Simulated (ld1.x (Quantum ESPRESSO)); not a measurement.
## Varying the TM potential for rhodium

Base potential:

Rh, norm-conserving Troullier–Martins (Kleinman–Bylander form), made with ld1.x (Quantum ESPRESSO) 7.5 (PBE, scalar-relativistic). Core [Kr], reference 4d8 5s0 5p0 (charge +1). Waves: 5p (bound, empty): rc 3.15 bohr; 4d (bound): rc 2.00 bohr; 5s (bound, empty): rc 2.05 bohr. Local part: the s channel. Core correction: a·sin(br)/r model core inside 1.00 bohr.

Cutoffs, loose and tight: the cutoffs (Ry, on a coarse ladder) from which the occupation-weighted sum of valence levels, in a spherical-Bessel basis at the reference potential, stays within 10 and 1 mRy of its value at 400 Ry. They do not see the model core or the augmentation charge, which bear on the density cutoff. Test errors are all-electron minus pseudo excitation energies from the reference, over the configurations 4d8 5s1 5p0; 4d7 5s0 5p0; 4d6 5s0 5p0; 4d5 5s0 5p0; 4d9 5s0 5p0; 4d7 5s2 5p0; 4d7 5s1 5p1. A dash means not determined; rows that change the core or the reference have their own tests. The largest error is taken over the tests solved by every variant that gives reliable tests at all: 4d5 5s0 5p0; 4d6 5s0 5p0; 4d7 5s0 5p0; 4d7 5s1 5p1; 4d7 5s2 5p0; 4d8 5s1 5p0.

```csv
change,outcome,"cutoff, loose","cutoff, tight",bound ghosts,largest test error (meV)
base,generated,50 Ry,60 Ry,none,-1922
local potential the p channel,generated,50 Ry,60 Ry,none,-2370
wave 5s (bound): rc 2.05 bohr becomes 5s (bound): rc 1.92 bohr,generated,50 Ry,60 Ry,none,-1840
"all radii but the core radius scaled by about 1.14 (s 2.34, p 3.58, d 2.28 bohr)",generated,40 Ry,60 Ry,none,-1767
wave 4d (bound): rc 2.00 bohr becomes 4d (bound): rc 2.34 bohr,generated,40 Ry,60 Ry,none,-1659
core correction a·sin(br)/r model core inside 1.22 bohr,generated,50 Ry,60 Ry,none,-1915
functional PBEsol,generated,50 Ry,60 Ry,none,-1918
wave 5p (bound): rc 3.15 bohr becomes 5p (bound): rc 4.42 bohr,generated,50 Ry,60 Ry,none,-1922
```
